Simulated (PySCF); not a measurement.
Molfile (atoms numbered from 1):
```
C8H7N
     RDKit          3D

 16 16  0  0  0  0  0  0  0  0999 V2000
    1.9818    0.7936    0.1910 C   0  0  0  0  0  0  0  0  0  0  0  0
    0.5489    0.4016    0.0302 C   0  0  0  0  0  0  0  0  0  0  0  0
   -0.4307    1.3348   -0.2836 C   0  0  0  0  0  0  0  0  0  0  0  0
   -1.7572    0.9638   -0.4430 C   0  0  0  0  0  0  0  0  0  0  0  0
   -2.1394   -0.3605   -0.2878 C   0  0  0  0  0  0  0  0  0  0  0  0
   -1.1863   -1.3116    0.0244 C   0  0  0  0  0  0  0  0  0  0  0  0
    0.1466   -0.9337    0.1822 C   0  0  0  0  0  0  0  0  0  0  0  0
    1.1201   -1.9264    0.5016 C   0  0  0  0  0  0  0  0  0  0  0  0
    1.9148   -2.7207    0.7569 N   0  0  0  0  0  0  0  0  0  0  0  0
    2.0941    1.8773    0.1671 H   0  0  0  0  0  0  0  0  0  0  0  0
    2.3915    0.4210    1.1327 H   0  0  0  0  0  0  0  0  0  0  0  0
    2.5942    0.3678   -0.6088 H   0  0  0  0  0  0  0  0  0  0  0  0
   -0.1440    2.3735   -0.4055 H   0  0  0  0  0  0  0  0  0  0  0  0
   -2.4985    1.7159   -0.6881 H   0  0  0  0  0  0  0  0  0  0  0  0
   -3.1752   -0.6516   -0.4113 H   0  0  0  0  0  0  0  0  0  0  0  0
   -1.4597   -2.3519    0.1503 H   0  0  0  0  0  0  0  0  0  0  0  0
  1  2  1  0
  2  3  2  0
  3  4  1  0
  4  5  2  0
  5  6  1  0
  6  7  2  0
  7  8  1  0
  8  9  3  0
  7  2  1  0
  1 10  1  0
  1 11  1  0
  1 12  1  0
  3 13  1  0
  4 14  1  0
  5 15  1  0
  6 16  1  0
M  END
```

[PySCF: shieldings: GIAO B97-2/pcSseg-2; PBE0-D3(BJ)/def2-TZVP geometry; relativity neglected; in vacuum; equivalent nuclei averaged; one computed conformer]

References, each an isolated molecule treated in the same way: TMS for ¹³C (σ = 185.38 ppm) and ¹H (σ = 31.64 ppm); ¹⁵N (σ = 261.75 ppm) against NH3.

```
      atoms  nucleus  count  δ (ppm)
         C8      ¹³C      1    124.6
         C6      ¹³C      1        ?
         C4      ¹³C      1    138.7
        H14       ¹H      1     7.67
        H16       ¹H      1     7.89
         C7      ¹³C      1    120.1
         N9      ¹⁵N      1        ?
        H15       ¹H      1     7.49
         C3      ¹³C      1    136.4
         C5      ¹³C      1    132.1
        H13       ¹H      1     7.54
         C2      ¹³C      1        ?
H10/H11/H12       ¹H      3        ?
         C1      ¹³C      1     24.3
```

Complete the table.

Results:


- C2: 152.6 ppm, substituted aromatic carbon
- C6: 140.7 ppm, aromatic CH
- H10/H11/H12: 2.64 ppm, hydrogen on a methyl carbon on an aromatic ring; benzylic-type position, deshielded by the ring
- N9: 311.8 ppm, nitrile nitrogen

Shifts are as computed. Against solution values, carbons near 30 ppm lie about +3 ppm off and those near 130 ppm about +7 ppm. Of 1309 compounds with measured shifts, 239 miss one by over three times the rms of a fit or turn the order of signals round; such compounds aren't used in these exercises. Experimental scales use liquid or dissolved standards, which lie at an offset from isolated NH3 (liquid NH3: subtract about 20 ppm). Unscaled 15N shifts of sp2 nitrogen come out 20 to 40 ppm too high even then.
